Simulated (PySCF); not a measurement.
Gas-phase thermal properties of InHCl2

Method: PySCF energies (xtb for GFN2) plus ideal-gas RRHO corrections (1 bar). All species are closed-shell singlets. In: scalar-relativistic def2 core potential, no spin-orbit coupling. InHCl2: computed as isolated molecules; such fragments, hydroxides, amides, oligomers or adducts are transient or little studied in the gas. The harmonic model lacks anharmonicity and excited electronic states, which grow with temperature; levels with a mode under 35 cm⁻¹ are left out. Soft modes under 120 cm⁻¹ make the harmonic entropy rough for InHCl2.

```json
[
 {"level": "GFN2-xTB", "point group": "C2v", "σ": "2", "ZPE (kJ/mol)": "17.7", "S°298 (J/mol/K)": "318.1", "Cp298 (J/mol/K)": "68.4", "S°1000 (J/mol/K)": "408.7", "H1000 − H298 (kJ/mol)": "53.3"},
 {"level": "PBE/def2-SVP", "point group": "C2v", "σ": "2", "ZPE (kJ/mol)": "20.4", "S°298 (J/mol/K)": "314.9", "Cp298 (J/mol/K)": "66.8", "S°1000 (J/mol/K)": "403.9", "H1000 − H298 (kJ/mol)": "52.4"},
 {"level": "PBE0/def2-TZVP", "point group": "C2v", "σ": "2", "ZPE (kJ/mol)": "21.4", "S°298 (J/mol/K)": "313.4", "Cp298 (J/mol/K)": "66.3", "S°1000 (J/mol/K)": "401.8", "H1000 − H298 (kJ/mol)": "52.1"}
]
```
σ: rotational symmetry number. Electronic degeneracy used: 1. Frequencies are unscaled.
